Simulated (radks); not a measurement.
Results of a calculation; reference values are marked as such.
Excited configurations of Pr2+: one electron is placed in a higher orbital outside [Xe] 4f2. The ground configuration is [Xe] 4f3. Level of theory: Dirac Kohn-Sham, LDA (Slater exchange, Perdew-Wang correlation), spin-unpolarised, spherical densities, finite nucleus; open shells fill j = l - 1/2 first; Fermi nuclear charge, rms radius 4.8919 fm (a radial shooting solver on a logarithmic mesh with Libxc functionals). Excitation = E - E(ground); binding = E(ion) - E, where the ion is the core of charge +3; n* = 3/sqrt(2 binding) in atomic units, and the quantum defect is n - n*.

[
 {"outer orbital": "5d3/2", "excitation (eV)": "2.300", "binding (eV)": "19.673", "n*": "2.495", "quantum defect": "2.505", "eigenvalue (eV)": "-15.265", "<r> (bohr)": "2.477"},
 {"outer orbital": "5f5/2", "excitation (eV)": "14.014", "binding (eV)": "7.960", "n*": "3.922", "quantum defect": "1.078", "eigenvalue (eV)": "-6.295", "<r> (bohr)": "5.618"},
 {"outer orbital": "6s1/2", "excitation (eV)": "3.675", "binding (eV)": "18.298", "n*": "2.587", "quantum defect": "3.413", "eigenvalue (eV)": "-15.419", "<r> (bohr)": "3.529"},
 {"outer orbital": "6p1/2", "excitation (eV)": "7.400", "binding (eV)": "14.573", "n*": "2.899", "quantum defect": "3.101", "eigenvalue (eV)": "-12.186", "<r> (bohr)": "4.096"},
 {"outer orbital": "6d3/2", "excitation (eV)": "12.638", "binding (eV)": "9.336", "n*": "3.622", "quantum defect": "2.378", "eigenvalue (eV)": "-7.780", "<r> (bohr)": "5.838"},
 {"outer orbital": "6f5/2", "excitation (eV)": "16.684", "binding (eV)": "5.290", "n*": "4.811", "quantum defect": "1.189", "eigenvalue (eV)": "-4.381", "<r> (bohr)": "9.788"},
 {"outer orbital": "7s1/2", "excitation (eV)": "12.470", "binding (eV)": "9.503", "n*": "3.590", "quantum defect": "3.410", "eigenvalue (eV)": "-8.157", "<r> (bohr)": "6.669"},
 {"outer orbital": "7p1/2", "excitation (eV)": "13.885", "binding (eV)": "8.088", "n*": "3.891", "quantum defect": "3.109", "eigenvalue (eV)": "-6.903", "<r> (bohr)": "7.531"},
 {"outer orbital": "7d3/2", "excitation (eV)": "16.182", "binding (eV)": "5.792", "n*": "4.598", "quantum defect": "2.402", "eigenvalue (eV)": "-4.927", "<r> (bohr)": "9.950"},
 {"outer orbital": "7f5/2", "excitation (eV)": "18.249", "binding (eV)": "3.724", "n*": "5.734", "quantum defect": "1.266", "eigenvalue (eV)": "-3.160", "<r> (bohr)": "14.93"}
]

The Delta-SCF ionisation energy is 21.973 eV (NIST Atomic Spectra Database: 21.624 eV, measured). Self-interaction in the functional shifts the binding energies and quantum defects, so they are the method's values and not measured ones. Spin polarisation and multiplet splitting are left out, so open shells lie too high by an amount that depends on their filling.

Beside tabulated values, note that spin-unpolarised runs miss the spin-polarisation part of the exchange energy of open shells.
